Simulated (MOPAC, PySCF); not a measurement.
H3GaO3, SMILES `[OH][Ga]([OH])[OH]`, neutral singlet in the gas phase. 

Z-matrix (Å, degrees):
```
Ga
O 1 1.7739
H 2 0.9599 1 113.20
O 1 1.7739 2 120.00 3 -0.02
H 4 0.9599 1 113.20 2 -179.98
O 1 1.7739 2 120.00 3 -179.98
H 6 0.9599 1 113.20 2 -0.02
```
Charge 0, spin multiplicity 1.

All levels are single points at this geometry (PBE0-D4/def2-TZVP); Pople sets use spherical d functions. Orbital energies aren't observables, and empty levels follow the basis.

B3LYP-D3(BJ)/def2-TZVP in PySCF gives gap (eV) = 7.40.

Q: Estimate the gap (eV) from each of these levels: PBE0-D4/def2-TZVP in PySCF; BP86/6-31G* in PySCF; M06-2X/6-31G* in PySCF; SVWN5/6-31G* in PySCF; HF/6-31G* in PySCF; HF/STO-3G in PySCF; PM6 in MOPAC; PM7 in MOPAC.

A: 
```csv
level,gap (eV)
PBE0-D4/def2-TZVP in PySCF,8.07
BP86/6-31G* in PySCF,5.16
M06-2X/6-31G* in PySCF,10.25
SVWN5/6-31G* in PySCF,5.03
HF/6-31G* in PySCF,15.40
HF/STO-3G in PySCF,14.80
PM6 in MOPAC,10.73
PM7 in MOPAC,11.58
```
